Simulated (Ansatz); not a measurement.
Reaction (cleavage of the In–Si bond): `F[SiH2][InH2]` + `C[NH][GeH3]` → `C[N]([GeH3])[InH2]` + `F[SiH3]`

Computed with Ansatz on PBE0-D4/def2-TZVP structures; ΔE is electronic, products minus reactants. CCSD(T)/CBS is the MP2 limit (def2-TZVPP, def2-QZVPP) plus CCSD(T) − MP2 in def2-TZVPP, frozen cores. This one scheme is used for every species. def2 core potentials past Kr. For Ge, In outer-core shells are correlated without core-valence functions, which leaves a few kJ/mol of doubt a bond. Scalar relativity is left out up to krypton.

`F[SiH2][InH2]`:

Cartesian coordinates in Å:
```
F 0.247 -0.348 -2.224
Si -0.096 -0.839 -0.728
In 0.119 1.090 0.975
H -1.475 -1.402 -0.761
H 0.832 -1.963 -0.417
H 0.581 2.686 0.511
H -0.209 0.776 2.644
```

`C[NH][GeH3]`:

```xyz
10

C     0.367    0.573   -1.227
N     0.676   -0.322   -0.128
Ge   -0.600   -0.566    1.172
H     1.139    0.504   -1.999
H     0.266    1.631   -0.945
H    -0.575    0.268   -1.692
H     1.593   -0.138    0.255
H     0.007   -1.494    2.235
H    -1.817   -1.212    0.491
H    -1.057    0.756    1.838
```

`C[N]([GeH3])[InH2]`:

```xyz
12

C     0.254   -0.147    1.474
N    -0.110   -0.058    0.071
Ge    1.179    0.665   -1.016
In   -1.918   -0.698   -0.593
H     0.472    0.838    1.910
H    -0.555   -0.585    2.067
H     1.143   -0.773    1.634
H     0.627    0.683   -2.450
H     2.473   -0.179   -0.947
H     1.526    2.100   -0.554
H    -2.891   -1.320    0.675
H    -2.199   -0.526   -2.270
```

`F[SiH3]`:

```xyz
5

F     1.198    0.547   -0.835
Si   -0.031   -0.014    0.022
H    -0.138    0.788    1.263
H     0.235   -1.436    0.341
H    -1.263    0.116   -0.791
```

```
             species  CCSD(T)/CBS(def2) energy (Eh)
     `F[SiH2][InH2]`                     -581.11562
       `C[NH][GeH3]`                    -2173.06430
`C[N]([GeH3])[InH2]`                    -2363.46641
           `F[SiH3]`                     -390.72345
```

(1) Work out ΔE.

Largest T1 diagnostic among the species: 0.015.

Answers

(1) ΔE = (-2363.46641) + (-390.72345) − (-581.11562) − (-2173.06430) = -0.00994 Eh = -26.1 kJ/mol.

In def2-TZVPP, CCSD(T) changes the Hartree–Fock value by −20.9 kJ/mol (the triples alone add −5.2 kJ/mol) and MP2 by −30.6 kJ/mol. From r2SCAN to r2SCAN0 (25 % exact exchange), in def2-TZVPP and without D4, ΔE moves by +4.7 kJ/mol. The D4 term adds −7.5 kJ/mol with B3LYP and −4.1 kJ/mol with PBE0; it sums over pairs of atoms, weighted by their polarisabilities, and B3LYP, whose exchange is more repulsive, gets the larger term.

B3LYP here is the variant with VWN-RPA as its local correlation; programs differ in this.
